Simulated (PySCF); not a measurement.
Level of theory: PBE-D3(BJ)/def2-TZVP // B3LYP-D3(BJ)/def2-TZVP (PySCF). Isolated molecules, 0 K electronic values unless said otherwise. One relaxed conformer stands for a flexible species; it need not be the lowest. 

Reference species (SMILES): `CO[SiH3]` (neutral, multiplicity 1).

```
Item              Value
-------------  --------
HOMO–LUMO gap   6.07 eV
LUMO           -0.58 eV
```

Changed species: `OC[SiH3]` (H–O–C–Si torsion 61°).

Problem. Predict the effect on the HOMO–LUMO gap and LUMO.

Solution. the HOMO–LUMO gap decreases by 0.43 eV, to 5.64 eV; the LUMO increases by 0.16 eV, to -0.42 eV.
